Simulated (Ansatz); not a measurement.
A nudged elastic band was laid between two geometries of CH₇NSn (10 atoms, charge 0, multiplicity 1).

Computed with RKS revPBE-D4/def2-SVP in Ansatz 0.2.0.

```json
{
 "movable images": "5",
 "climbing image": "yes",
 "spring": "5.0 eV/Å²",
 "optimiser": "quadratic models (default)",
 "start path": "IDPP",
 "force threshold": "0.05 eV/Å",
 "iteration limit": "60",
 "end points": "relaxed"
}
```

First end point:

```xyz
10
Properties=species:S:1:pos:R:3
C -0.920 0.762 -0.896
N -0.364 -0.538 -0.524
Sn 0.924 -0.632 1.105
H -1.697 0.638 -1.684
H -1.432 1.218 -0.021
H -0.189 1.522 -1.276
H 0.056 -1.000 -1.341
H 1.455 -2.275 1.181
H -0.040 -0.194 2.472
H 2.290 0.448 0.987
```

Last end point:

```xyz
10
Properties=species:S:1:pos:R:3
C -1.182 0.674 -0.612
N -0.545 -0.587 -0.232
Sn 1.269 -0.509 0.779
H -0.643 1.289 -1.377
H -2.205 0.484 -1.009
H -1.309 1.317 0.286
H -0.480 -1.217 -1.041
H 1.771 -2.154 0.957
H 0.912 0.232 2.300
H 2.495 0.420 -0.047
```

(1) Which bonds break or form, and what moves?

(2) What energy profile does the band end with?

(3) What is the geometry of the highest image?

(4) What are the harmonic wavenumbers there?

Answers

(1) No bond is made or broken. The dihedral H4–C1–N2–Sn3 goes from -172 to 66°. The two ends are copies of one structure, up to a mirror image or an exchange of like atoms.

(2) The forces met the threshold. The highest image is number 3 of 0 to 6, 2.1 kcal/mol above the ends, which have the same energy within 2 meV. A vibrational analysis at the climbing image gives one clearly imaginary mode, 215i cm⁻¹: a first-order saddle point.

```tsv
image	path coordinate (Å)	energy (kcal/mol)	dihedral H4–C1–N2–Sn3 (°)
0	0.00	0.0	-172
1	0.54	0.4	170
2	1.08	1.5	150
3	1.62	2.1	132
4	2.24	1.5	108
5	2.86	0.4	85
6	3.48	0.0	66
```

(3) 
```xyz
10
Properties=species:S:1:pos:R:3
C -1.136 0.709 -0.704
N -0.475 -0.537 -0.311
Sn 1.203 -0.545 0.889
H -1.337 0.744 -1.797
H -2.119 0.839 -0.189
H -0.538 1.620 -0.475
H -0.415 -1.208 -1.081
H 1.699 -2.199 0.972
H 0.711 0.069 2.432
H 2.491 0.456 0.268
```

(4) 215i, 78, 163, 299, 461, 476, 576, 662, 674, 705, 1049, 1095, 1119, 1306, 1403, 1419, 1448, 1788, 1847, 1864, 2905, 2960, 3009, 3506 cm⁻¹.

Time of the run: 52 s on 1 thread of Intel(R) Xeon(R) 6975P-C (Granite Rapids), with other jobs on the host, peak memory 0.14 GiB.
